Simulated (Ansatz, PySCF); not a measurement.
C₂HF₄, SMILES FC(F)([CH]F)F, multiplicity 2. Atoms are numbered in the order given.

```xyz
7

F      1.7862    -0.8849    -0.1382
C      1.1000     0.2304    -0.3303
C     -0.3527     0.1687     0.0009
F     -0.5731     0.0299     1.3250
F     -0.9545    -0.8623    -0.6058
F     -0.9405     1.3077    -0.3911
H      1.6599     1.1677    -0.2750
```
Charge 0, spin multiplicity 2.

The structure is a stationary point at B3LYP-D3(BJ)/def2-SVP. The isomer is the one that the SMILES or the coordinates give; other isomers of the formula were not compared.

Two levels are set side by side: PBE-D3(BJ)/def2-SVP (Ansatz, a program for electronic structure) and B3LYP-D3(BJ)/def2-SVP (Ansatz). Each level has its own optimised geometry; the coordinates shown are those of the second. Frequencies come from the Hessian of PySCF at each geometry. Differences are taken from unrounded values.

| quantity | B3LYP-D3(BJ) | PBE-D3(BJ) | PBE-D3(BJ) minus B3LYP-D3(BJ) |
|---|---|---|---|
| mean bond length (Å) | 1.323 | 1.331 | 0.008 |
| bond F1–C2 (Å) | 1.323 | 1.330 | 0.007 |
| bond C2–C3 (Å) | 1.491 | 1.492 | 0.001 |
| bond C3–F4 (Å) | 1.349 | 1.362 | 0.013 |
| bond C3–F5 (Å) | 1.339 | 1.350 | 0.011 |
| bond C3–F6 (Å) | 1.340 | 1.351 | 0.011 |
| bond C2–H7 (Å) | 1.093 | 1.101 | 0.008 |
| highest harmonic wavenumber (cm⁻¹) | 3215 | 3145 | -69 |
| mean harmonic wavenumber (cm⁻¹) | 921 | 889 | -32 |
| zero-point energy (kcal/mol) | 19.75 | 19.06 | -0.69 |

Exact exchange shortens and stiffens bonds; PBE has none. Differences between two approximate levels are no errors against the true value.
